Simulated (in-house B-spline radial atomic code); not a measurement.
A calculation on the xenon ion Xe⁺: its settings, and results tabulated from the run. Method: scalar-relativistic (X2C) Hartree-Fock, spin-polarised, averaged over the determinants with the given up and down occupations, Fermi nucleus of rms radius 4.7859 fm, inside a hard spherical wall at 4.17 bohr. Calculated with an all-electron radial atomic-structure program (B-spline basis).

Command:
```bash
python run_scf.py task.json out
```
Settings (nuclear radius in fm, mass in u):
```
Z                54
configuration    [Kr] 4d10 5s2 5p5
hamiltonian      x2c
method           hf
spin_polarised   True
nucleus          fermi
rms_radius       4.7859
atomic_mass      131.90416
speed_of_light   137.035999084
wall_radius      4.17
```

Output (hartree, bohr):
```
 radial grid: 61 intervals, B-splines of order 8, outer radius 4.17 bohr

 iter        energy (Eh)    residual
    1       -7439.882131    5.34e-01
    2       -7442.141364    1.80e-01
    3       -7442.890360    4.37e-02
    4       -7442.936722    1.03e-02
    5       -7442.939101    5.50e-03
    6       -7442.939865    2.82e-04
    7       -7442.939870    1.05e-04
    8       -7442.939870    2.35e-05
    9       -7442.939870    2.92e-06
   10       -7442.939870    1.41e-07

 total energy                     -7442.93987
 kinetic                            7912.1345
 electron-nucleus                 -18095.1502
 electron-electron                  2740.0758

 orbital      occ     eigenvalue          <r>       <r^2>       <1/r>       r_max
 1s up      1.000     -1276.3998    0.0260292 0.000928816     61.1581     0.01642
 1s down    1.000     -1276.3964    0.0260291 0.000928812     61.1583     0.01642
 2s up      1.000      -202.5875     0.113912   0.0153727     13.9642     0.09673
 2s down    1.000      -202.5860     0.113911   0.0153725     13.9642     0.09673
 2p up      3.000      -181.6887     0.100028   0.0122326     12.7954      0.0775
 2p down    3.000      -181.6854      0.10003   0.0122329     12.7953      0.0775
 3s up      1.000       -43.2361     0.304643    0.106192     4.95418      0.2783
 3s down    1.000       -43.2324     0.304642     0.10619     4.95403      0.2783
 3p up      3.000       -36.3068     0.302827    0.106421     4.60039      0.2724
 3p down    3.000       -36.3014     0.302849    0.106436     4.59995      0.2724
 3d up      5.000       -25.9746     0.279982   0.0925594     4.32011      0.2259
 3d down    5.000       -25.9724     0.279975   0.0925534     4.32019      0.2259
 4s up      1.000        -8.6794      0.71732    0.580225     1.96465       0.661
 4s down    1.000        -8.6696      0.71752    0.580465     1.96362      0.6612
 4p up      3.000        -6.3848     0.764761    0.664986     1.78533      0.6931
 4p down    3.000        -6.3735     0.765787    0.666892     1.78262      0.6936
 4d up      5.000        -2.9176     0.878604    0.899683     1.50028      0.7499
 4d down    5.000        -2.9100     0.875757    0.892575     1.50375      0.7497
 5s up      1.000        -1.3079      1.82786     3.71281     0.70391       1.641
 5s down    1.000        -1.2008      1.82535     3.70678     0.70677       1.635
 5p up      3.000        -0.7150      2.04122     4.59356    0.615855       1.867
 5p down    2.000        -0.6642      2.04715     4.62323    0.615415       1.871
```

Time taken, with all properties: 0.31 s on 1 thread of Arm Neoverse N1, with other jobs on the host.

One-electron X2C: radii and densities carry no picture-change correction, so inner-shell <1/r> comes out high (for 1s by about 2 % at Z = 33, 5 % at 54, 10 % at 75, 30 % at 118) and <r> low.
